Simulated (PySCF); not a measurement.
# Ne⁺: interval between two levels

Ne⁺ [He] 2s2 2p5 [2P3/2, M_J = 3/2] → Ne⁺ [He] 2s2 2p4 3d1 [4F9/2, M_J = 9/2], as a difference of total energies. Computed with PySCF 2.14 in x2c-TZVPall-2c with one added diffuse shell each of s, p, d type (6s4p3d1f, 40 functions), with the two-component X2C-1e Hamiltonian. Correlated levels: 1s2 frozen. "Screened" scales the spin-orbit matrix elements by Boettger's factors to mimic the two-electron term; Breit and QED terms are absent.

| method | interval between two levels (cm⁻¹) |
| --- | --- |
| GHF (spin-free) | 329400 |
| GMP2 (spin-free) | 339780 |
| GHF (screened spin-orbit) | 329340 |
| GMP2 (screened spin-orbit) | 339730 |

The labels give the starting determinants; with spin-orbit coupling the two ends relaxed to ⟨J²⟩ = 3.75, ⟨L²⟩ = 2.00, ⟨S²⟩ = 0.75 and ⟨J²⟩ = 24.75, ⟨L²⟩ = 12.01, ⟨S²⟩ = 3.75.

The promoted electron is Rydberg-like, and one or two diffuse shells describe it only roughly, which tends to raise the upper state.
